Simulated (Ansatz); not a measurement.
One change: `C=NB(F)[SiH3]` becomes `FB([SiH3])C[SiH3]`.

Ansatz, PBE0-D4/def2-TZVP geometries, multiplicity 1. Each molecule was computed in one conformer, which needn't be the lowest.

```json
{"property": "LUMO energy (PBE0/def2-TZVPP) / eV", "`C=NB(F)[SiH3]`": "-1.51"}
{"property": "HOMO energy (PBE/def2-TZVPP) / eV", "`C=NB(F)[SiH3]`": "-6.60"}
{"property": "LUMO energy (PBE/def2-TZVPP) / eV", "`C=NB(F)[SiH3]`": "-2.60"}
{"property": "HOMO energy (PBE0/def2-TZVPP) / eV", "`C=NB(F)[SiH3]`": "-7.94"}
{"property": "size of the dipole moment (ωB97M-V/def2-TZVPP) / D", "`C=NB(F)[SiH3]`": "3.15"}
{"property": "LUMO energy (ωB97M-V/def2-TZVPP) / eV", "`C=NB(F)[SiH3]`": "0.67"}
```

(1) What does the change do to each property? (An estimate is asked.)

## Answers

(1) Ansatz gave: 
```json
{"property": "LUMO energy (PBE0/def2-TZVPP) / eV", "`FB([SiH3])C[SiH3]`": "-1.38", "shift": "0.13"}
{"property": "HOMO energy (PBE/def2-TZVPP) / eV", "`FB([SiH3])C[SiH3]`": "-6.70", "shift": "-0.10"}
{"property": "LUMO energy (PBE/def2-TZVPP) / eV", "`FB([SiH3])C[SiH3]`": "-2.30", "shift": "0.30"}
{"property": "HOMO energy (PBE0/def2-TZVPP) / eV", "`FB([SiH3])C[SiH3]`": "-7.99", "shift": "-0.05"}
{"property": "size of the dipole moment (ωB97M-V/def2-TZVPP) / D", "`FB([SiH3])C[SiH3]`": "1.46", "shift": "-1.69"}
{"property": "LUMO energy (ωB97M-V/def2-TZVPP) / eV", "`FB([SiH3])C[SiH3]`": "0.57", "shift": "-0.10"}
```

With PBE0 the HOMO falls by 0.05 eV and the LUMO rises by 0.13 eV, so the gap widens by about 0.18 eV. PBE moves the HOMO by -0.10 eV and ωB97M-V by 0.07 eV. Dipoles are sizes alone; their direction can turn.
